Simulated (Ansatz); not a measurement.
`OCC(F)[SiH3]` and `FC(F)[SiH3]` differ in one atom or group.

Ansatz, PBE0-D4/def2-TZVP geometries, multiplicity 1. Each molecule was computed in one conformer, which needn't be the lowest.

```csv
property,`OCC(F)[SiH3]`
HOMO–LUMO gap (ωB97M-V/def2-TZVPP) / eV,12.72
HOMO energy (ωB97M-V/def2-TZVPP) / eV,-10.56
HOMO energy (B3LYP/def2-TZVPP) / eV,-7.95
LUMO energy (PBE0/def2-TZVPP) / eV,0.60
HOMO energy (PBE/def2-TZVPP) / eV,-6.57
HOMO–LUMO gap (PBE0/def2-TZVPP) / eV,8.78
```

Question: What does the change do to each property? (Best estimate.)

Answer: Computed: 
```tsv
property	`FC(F)[SiH3]`	shift
HOMO–LUMO gap (ωB97M-V/def2-TZVPP) / eV	12.95	0.23
HOMO energy (ωB97M-V/def2-TZVPP) / eV	-11.06	-0.50
HOMO energy (B3LYP/def2-TZVPP) / eV	-8.54	-0.59
LUMO energy (PBE0/def2-TZVPP) / eV	0.30	-0.30
HOMO energy (PBE/def2-TZVPP) / eV	-7.16	-0.59
HOMO–LUMO gap (PBE0/def2-TZVPP) / eV	9.04	0.26
```

With PBE0 the HOMO falls by 0.56 eV and the LUMO falls by 0.30 eV, so the gap widens by about 0.26 eV. PBE moves the HOMO by -0.59 eV and ωB97M-V by -0.50 eV.

B3LYP here is the variant with VWN-RPA as its local correlation; programs differ in this.
